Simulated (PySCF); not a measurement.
Positional isomers: styrene fluoro+silyl. Gas-phase values, no solvent. One relaxed conformer stands for each flexible species; it need not be the lowest. Strings in code marks are SMILES.

All values below come from ωB97X-D3(BJ)/def2-TZVP // PBE0-D3(BJ)/def2-SVP in PySCF 2.14.0. All candidates: neutral, multiplicity 1. Delta-SCF ions had no search for a lower state. 

```
Item                                       Value
--------------------------------------  --------
vertical ionisation energy (Delta-SCF)   8.44 eV
HOMO                                    -8.76 eV
HOMO–LUMO gap                            9.41 eV
```

**Question.** Which member has these values?
A) `C=C([SiH3])c1ccc(F)cc1` (Si–C–C–C torsion 33°)
B) `C=C(F)c1ccccc1[SiH3]` (F–C–C–C torsion 157°)
C) `C=Cc1ccc(F)c([SiH3])c1` (C–C–C–C torsion 1°)
D) `C=C(F)c1cccc([SiH3])c1` (F–C–C–C torsion 179°)

**Answer.** C, `C=Cc1ccc(F)c([SiH3])c1` (C–C–C–C torsion 1°). The others give `C=C(F)c1cccc([SiH3])c1` (F–C–C–C torsion 179°): 8.67 eV, -8.99 eV, 9.56 eV; `C=C(F)c1ccccc1[SiH3]` (F–C–C–C torsion 157°): 8.75 eV, -9.07 eV, 9.61 eV; `C=C([SiH3])c1ccc(F)cc1` (Si–C–C–C torsion 33°): 8.58 eV, -8.89 eV, 9.73 eV
